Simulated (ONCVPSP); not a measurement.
# What the settings do to the ONCV potential of Sc

Base potential:

| Property | Result |
| --- | --- |
| Element | Sc (Z = 21) |
| Generator | ONCVPSP 4.0.1 |
| Type | optimised norm-conserving Vanderbilt (ONCV) |
| Functional | PBE |
| Relativity | scalar-relativistic |
| Frozen core | [Ne] |
| Valence charge | 11 |
| Reference configuration | 3s2 3p6 3d1 4s1.5 (charge +0.5) |
| Partial waves | 3s+4s: rc 1.45 bohr, ncon 4, nbas 7, qcut 6.5 1/bohr, 3 projectors, debl 1.4 Ha; 3p: rc 1.65 bohr, ncon 4, nbas 7, qcut 10.6 1/bohr, 2 projectors, debl 3.9 Ha; 3d: rc 1.70 bohr, ncon 3, nbas 8, qcut 7.6 1/bohr, 3 projectors, debl 2.6 Ha |
| Local potential | polynomial inside 1.20 bohr (lpopt 4, dvloc0 -1 Ha) |
| Core correction | Teter function, fcfact 2.25, rcfact 1.25 |

Cutoffs, loose and tight: the cutoffs (Ha) at which the residual kinetic energy of the hardest occupied pseudo-wave falls to 1 and 0.1 mHa per electron. They do not see the model core or the augmentation charge, which bear on the density cutoff. Test errors are all-electron minus pseudo excitation energies from the reference, over the configurations 3s2 3p6 3d1 4s2; 3s2 3p6 3d1 4s1; 3s2 3p6 3d1 4s0; 3s2 3p6 3d1 4s0 4p2. A dash means not determined; rows that change the core or the reference have their own tests.

A true bound ghost makes a file unfit for plane-wave use even where its test errors are small: the radial tests pick states by their node count and pass the ghost by.

| change | outcome | cutoff, loose | cutoff, tight | bound ghosts | GHOST(+) flags above zero | largest test error (meV) |
| --- | --- | --- | --- | --- | --- | --- |
| base | generated | 24 Ha | 48 Ha | none | s | -1.5 |
| p: qcut 11.3 | generated | 24 Ha | 48 Ha | none | s | -1.5 |
| reference 3s2 3p6 3d1 4s2 | generated | 24 Ha | 48 Ha | none | s | -1.8 over the solved tests; 1 of 4 tests not solved or not reliable |
| local potential polynomial inside 1.15 bohr (lpopt 3, dvloc0 0 Ha) | generated | 24 Ha | 48 Ha | none | s | -1.5 |
| core correction Teter function, fcfact 6.2, rcfact 1.25 | generated | 24 Ha | 48 Ha | none | s | -1.6 |
| p: nproj 1 | generated | 24 Ha | 48 Ha | none | s | +20 |
| functional Wu-Cohen | generated | 24 Ha | 48 Ha | none | s | -1.3 |
| d: rc 1.78 | generated | 23 Ha | 48 Ha | none | s | -1.5 |
| s: qcut 4.8; p: qcut 7.8; d: qcut 5.6 | generated | 78 Ha | 135 Ha | s | none | -2.4 |
| d: debl 3.4 | generated | 24 Ha | 48 Ha | none | s | -1.5 |
| p: qcut 10.5 | generated | 24 Ha | 48 Ha | none | s | -1.5 |
| local potential polynomial inside 1.20 bohr (lpopt 4, dvloc0 3.5 Ha) | generated | 24 Ha | 48 Ha | none | none | -1.5 |

(1) What comes out with this change to the base: core [Ar], valence charge 3; reference 3d1.5 4s1.5; waves now 4s: rc 2.55 bohr, ncon 4, nbas 8, qcut 2.7 1/bohr, 2 projectors, debl 4 Ha; p scattering state at 0.25 Ha: rc 2.35 bohr, ncon 4, nbas 7, qcut 3.7 1/bohr, 2 projectors, debl 0.4 Ha; 3d: rc 1.75 bohr, ncon 4, nbas 9, qcut 9.3 1/bohr, 1 projector; local potential polynomial inside 1.55 bohr (lpopt 3, dvloc0 2 Ha)?

Results:

(1) outcome: generated; cutoff, loose: 29 Ha; cutoff, tight: 34 Ha; bound ghosts: p; GHOST(+) flags above zero: s; largest test error (meV): +179 over the solved tests; 2 of 4 tests not solved or not reliable.
